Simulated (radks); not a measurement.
Values are calculated unless marked as measured or tabulated.
Ionisation of the ruthenium ion Ru2+, [Kr] 4d6, to [Kr] 4d5 as the strength of local exchange is varied. Code: a radial shooting solver on a logarithmic mesh with Libxc functionals. Model: scalar-relativistic Kohn-Sham, Slater X-alpha exchange (alpha = 2/3 is LDA exchange), no correlation, spin-unpolarised, spherical densities, finite nucleus; Fermi nuclear charge, rms radius 4.4809 fm.

alpha	E(Ru2+) (hartree)	exchange (hartree)	IE (eV)	-e of the level emptied (eV)	<r> of it (bohr)
0.599	-4508.61537	-111.27391	28.117	21.816 (4d)	1.566
0.667	-4521.28693	-124.24419	29.337	22.922 (4d)	1.540
0.686	-4524.83369	-127.88051	29.684	23.237 (4d)	1.533
0.691	-4525.76749	-128.83833	29.775	23.321 (4d)	1.531
0.77	-4540.54640	-144.02110	31.250	24.667 (4d)	1.503
0.903	-4565.53253	-169.79078	33.835	27.043 (4d)	1.459
0.904	-4565.72090	-169.98553	33.855	27.062 (4d)	1.458
0.924	-4569.48977	-173.88359	34.256	27.431 (4d)	1.452

NIST Atomic Spectra Database: 28.470 eV (semi-empirical). The Delta-SCF value meets it near alpha = 0.62. Spin polarisation and multiplet splitting are left out, so open shells lie too high by an amount that depends on their filling.

Beside tabulated values, note that spin-unpolarised runs miss the spin-polarisation part of the exchange energy of open shells.
